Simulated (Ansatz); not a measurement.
Basis sets compared for (H2Al-mu-PSiH3)2 (Al₂Si₄P₂H₁₆). The state is a singlet with charge 0. Geometry PBE0-D4/def2-SVP. Ansatz on 4 threads of AMD EPYC 9R45 on a shared host; times are rough, and most runs start from earlier orbitals.

```
atom    x (Å)    y (Å)    z (Å)
 Al1  -0.9612   0.2265   1.4552
  H2  -0.4499   1.2910   2.5262
  H3  -2.2857  -0.6464   1.6145
  P4   0.8950  -1.2014   0.7565
 Si5   2.7500  -0.9104   1.9841
 Si6   0.3766  -3.3840   0.7659
 Al7   0.9998  -0.2141  -1.4779
  H8   2.3188   0.6701  -1.6141
  H9   0.5059  -1.2739  -2.5609
 P10  -0.8703   1.2004  -0.7847
Si11  -0.4006   3.3942  -0.7743
Si12  -2.7501   0.8879  -1.9679
 H13   3.8705  -1.7121   1.4087
 H14   2.4953  -1.3444   3.3906
 H15   3.0752   0.5439   1.9404
 H16   0.1084  -3.8319   2.1656
 H17   1.5039  -4.1795   0.1943
 H18  -0.8468  -3.5409  -0.0722
 H19   0.8438   3.5694   0.0269
 H20  -0.1905   3.8769  -2.1714
 H21  -1.5297   4.1462  -0.1510
 H22  -3.8701   1.6445  -1.3348
 H23  -2.5541   1.3626  -3.3703
 H24  -3.0341  -0.5748  -1.9494
```

Binding counts from free atoms (Al doublet, H doublet, P quartet, Si triplet) in the same basis, without a counterpoise term.

```csv
level,functions,energy (Eh),HOMO (eV),LUMO (eV),binding per atom (eV),wall time
PBE-D4/def2-SVP,224,-2333.2945,-6.20,-1.60,2.90,1.4 s
PBE0-D4/def2-SVP,224,-2333.5467,-7.29,-0.85,2.91,2.3 s
```

(1) Estimate the rows for PBE-D4/def2-TZVP, PBE0-D4/def2-TZVP.

Answers

(1) 
| level | functions | energy (Eh) | HOMO (eV) | LUMO (eV) | binding per atom (eV) | wall time |
| --- | --- | --- | --- | --- | --- | --- |
| PBE-D4/def2-TZVP | 392 | -2334.1099 | -6.23 | -1.83 | 2.91 | 2.8 s |
| PBE0-D4/def2-TZVP | 392 | -2334.3500 | -7.28 | -1.06 | 2.91 | 6.5 s |
